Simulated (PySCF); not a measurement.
# Vertical excitation energies

C2H11ClSi3.
Structure used (PBE0-D3(BJ)/def2-SVP), in Å, numbered top down from 1:
```xyz
17
C2H11ClSi3 angstrom
C     -2.402    0.234   -0.347
C     -1.079   -0.192   -0.977
Si     0.324   -0.412    0.263
Si     0.753    1.547    1.477
Si     2.261   -1.285   -0.725
Cl    -0.297   -1.830    1.682
H     -2.319    1.216    0.146
H     -3.200    0.310   -1.101
H     -2.727   -0.489    0.415
H     -1.192   -1.148   -1.518
H     -0.737    0.545   -1.725
H      1.890    1.319    2.420
H     -0.455    1.953    2.257
H      1.121    2.657    0.541
H      1.943   -2.579   -1.404
H      3.306   -1.519    0.317
H      2.797   -0.325   -1.741
```

Computed with TDDFT B3LYP/def2-SVPD, vertical, gas phase, core orbitals frozen in the response (PySCF).

Problem. What does the calculation give for the low-lying excited states?

Solution. 

```tsv
state	E (eV)	E (hartree)	f	|μ| (D)	main configurations (H = HOMO, L = LUMO)
S1	5.65	0.2075	0.0017	0.28	H→L (97%)
S2	6.15	0.2258	0.0084	0.60	H-1→L (97%)
S3	6.19	0.2276	0.104	2.10	H→L+1 (92%)
S4	6.64	0.2440	0.024	0.97	H→L+2 (85%), H-1→L+1 (11%)
S5	6.69	0.2460	0.023	0.95	H-1→L+1 (82%), H→L+2 (10%)
S6	6.90	0.2537	0.108	2.03	H→L+4 (80%), H→L+3 (10%)
S7	6.91	0.2540	0.175	2.58	H→L+3 (83%), H→L+4 (9%)
S8	7.13	0.2620	0.018	0.82	H-1→L+2 (93%)
S9	7.33	0.2693	0.015	0.74	H→L+5 (56%), H-1→L+4 (22%), H-2→L (10%)
S10	7.35	0.2702	0.020	0.84	H-1→L+4 (51%), H-3→L (18%), H-1→L+3 (14%)
```

Triplets, Tamm–Dancoff:

| state | E (eV) | λ (nm) | main configurations (H = HOMO, L = LUMO) |
| --- | --- | --- | --- |
| T1 | 5.11 | 242.8 | H→L (97%) |
| T2 | 5.53 | 224.2 | H→L+1 (95%) |
| T3 | 5.75 | 215.5 | H-1→L (92%) |
| T4 | 6.17 | 200.8 | H-1→L+1 (79%) |

The lowest singlet comes at 220 nm (545 kJ/mol) in the ultraviolet; it is very weak; its leading configuration is HOMO→LUMO (97%). The strongest level in the table is S7 at 6.91 eV (179 nm, f = 0.175). S6/S7 lie within about 0.01 eV of each other. Löwdin shares by element: HOMO silicon 59%, chlorine 22% (atoms not listed hold the other 19%); LUMO silicon 58%, chlorine 18% (atoms not listed hold the other 24%). The oscillator strengths of these states sum to 0.497; summed over the whole spectrum of an exact calculation they would give the number of electrons, 82 (Thomas–Reiche–Kuhn). The listed states span 1.71 eV, and the widest gap between neighbours is 0.50 eV (S1 to S2). Weighted by f, the mean energy of these states is 6.76 eV. The vertical ionisation energy (ΔSCF) is 9.28 eV, 1.93 eV above S10. Only the lowest 10 singlets were computed, as vertical energies without vibronic structure.

On x86-64 server, one thread, shared host, this took 1.9 min wall.

One conformer stands for the species.
